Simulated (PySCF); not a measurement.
Species: CH7Cl2PSi2.
Atom-mapped SMILES: `[Cl:1][CH2:2][SiH2:3][PH:4][SiH2:5][Cl:6]` (hydrogens: H7, H8 on C2; H9, H10 on Si3; H11 on P4; H12, H13 on Si5)

Structure used (GFN2-xTB), in Å, numbered top down from 1:
```
atom  x, y, z in Å
Cl1   -1.3765    0.0714   -1.8525
C2    -2.1171   -0.1622   -0.2468
Si3   -0.8661    0.3982    1.0861
P4     0.8781   -0.9711    0.8827
Si5    1.9848   -0.1541   -0.8938
Cl6    3.9530   -0.2894   -0.4747
H7    -3.0347    0.4184   -0.2358
H8    -2.3701   -1.2168   -0.1698
H9    -1.4775    0.1838    2.4005
H10   -0.6238    1.8298    0.8766
H11    1.6393   -0.3307    1.8437
H12    1.6965   -1.0242   -2.0276
H13    1.7097    1.2475   -1.2062
```

Computed at PBE0/pcSseg-1 (PySCF, non-relativistic), with Q(35Cl) = −0.0817 b: Cl1, 35Cl (I = 3/2): χzz = -75.72 MHz, η = 0.071; Cl6, 35Cl (I = 3/2): χzz = -41.21 MHz, η = 0.047.

(1) Find the zero-field quadrupole resonance frequencies of 35Cl at Cl1.

(2) Find the zero-field quadrupole resonance frequencies of 35Cl at Cl6.

(3) Apply the simplest Townes–Dailey estimate (no s hybridisation, no π bonding), ionic character = 1 − χzz/χ0, where χ0 is the coupling for one missing p electron along the bond: −109.74 MHz for 35Cl.

Results:

(1) From ν = (|χ|/2)√(1 + η²/3): ν = 37.89 MHz (alkyl chlorine). For 37Cl the ratio of quadrupole moments, 0.7881, gives 29.86 MHz.

(2) From ν = (|χ|/2)√(1 + η²/3): ν = 20.61 MHz (silicon-bound chlorine). For 37Cl the ratio of quadrupole moments, 0.7881, gives 16.24 MHz.

(3) Cl1 on C2: 1 − (-75.72)/(-109.74) = 0.31; Cl6 on Si5: 1 − (-41.21)/(-109.74) = 0.62. In this model a purely covalent bond gives χ0 and a free halide ion gives zero; s hybridisation or π bonding, where present, is counted here as ionic character.

In a crystal, neighbours and librations shift these lines. One conformer (not necessarily the lowest) at the GFN2-xTB geometry, without solvent, vibrations or thermal averaging. GFN2-xTB bond lengths can be off by several hundredths of an ångström, more for odd bonds, and the gradients follow them. With so small a basis the couplings can be 20 % off.
